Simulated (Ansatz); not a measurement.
`C[Se]B(F)Cl` + `N#CBF` → `C[Se]BF` + `N#CB(F)Cl`  (redistribution)

Calculated with Ansatz (gas phase, PBE0-D4/def2-TZVP geometries, no zero-point term in ΔE). CCSD(T)/CBS adds triple-zeta CCSD(T) − MP2 to the extrapolated MP2 energy (def2 sets, frozen cores). This one scheme is used for every species. Functionals use def2-TZVPP. For Se outer-core shells are correlated without core-valence functions, which leaves a few kJ/mol of doubt a bond. Scalar relativity is left out up to krypton. Each species was taken in one conformer, which may not be the lowest.

```csv
level,ΔE (kcal/mol)
PBE-D4,-0.8
CAM-B3LYP-D4,0.0
revPBE,-1.4
HF/def2-SVP,0.6
```

(1) What does CCSD(T)/CBS give? (Estimate.)

Largest T1 diagnostic among the species: 0.015.

Answers

(1) The calculation gave: +0.4 kcal/mol. The listed levels differ from it by -1.2, -0.4, -1.8, 0.2 kcal/mol.

Leaving LDA and LC-ωPBE aside and taking each functional with its dispersion term where it has one, the values, not all of them listed here, spread over 1.5 kcal/mol, from PBE-D4 to BHLYP-D4. At CCSD(T), def2-SVP lies −1.2 kcal/mol from the extrapolated value and def2-TZVPP −0.6 kcal/mol. The D4 term adds +0.9 kcal/mol with B3LYP and +0.5 kcal/mol with PBE0; it sums over pairs of atoms, weighted by their polarisabilities, and B3LYP, whose exchange is more repulsive, gets the larger term.

B3LYP here is the variant with VWN-RPA as its local correlation; programs differ in this.
